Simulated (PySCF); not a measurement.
# Electron correlation in Nb²⁺ (niobium, charge +2)

[Kr] 4d3, high-spin 4F determinant. Calculation: PySCF 2.14, in ANO-RCC-VTZP (7s6p4d2f1g, 68 functions); scalar relativity by spin-free X2C-1e. Frozen: [Kr]; 3 electrons correlated.

```csv
level,correlation energy (mhartree)
CCSD,-18.77
(T),-0.10
CCSD(T),-18.87
```

Diagnostics: T1 = 0.0011, D1 = 0.0016, largest double amplitude 0.024.

Is a single reference adequate?

Yes, within this model without spin-orbit coupling: T1 lies below 0.03 and no double amplitude reaches 0.07.
